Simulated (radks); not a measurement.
I4+, configuration [Kr] 4d10 5s2 5p1. Calculated with a radial shooting solver on a logarithmic mesh with Libxc functionals: Dirac Kohn-Sham, PBE, spin-unpolarised, spherical densities, point nucleus; open shells are shared between the two j in proportion to 2j + 1.

Unscreened Slater integrals over Kohn-Sham orbitals (eV). Large and small components are both included.

integral,value
"F0(5p3/2,5p3/2)",11.915
"F2(5p3/2,5p3/2)",6.5097
"F0(5p3/2,5p1/2)",12.096
"G2(5p3/2,5p1/2)",6.5799
"F0(5p3/2,5s1/2)",12.685
"G1(5p3/2,5s1/2)",8.4764
"F0(5p3/2,4d5/2)",14.726
"F2(5p3/2,4d5/2)",4.3799
"G1(5p3/2,4d5/2)",1.3849
"G3(5p3/2,4d5/2)",1.3122
"F0(5p1/2,5p1/2)",12.289
"F0(5p1/2,5s1/2)",12.920
"G1(5p1/2,5s1/2)",8.8506
"F0(5p1/2,4d5/2)",15.129
"G3(5p1/2,4d5/2)",1.4484
"F0(5s1/2,5s1/2)",13.698
"F0(5s1/2,4d5/2)",16.579
"G2(5s1/2,4d5/2)",2.1629
"F0(4d5/2,4d5/2)",26.780
"F2(4d5/2,4d5/2)",13.585
"F4(4d5/2,4d5/2)",9.0238
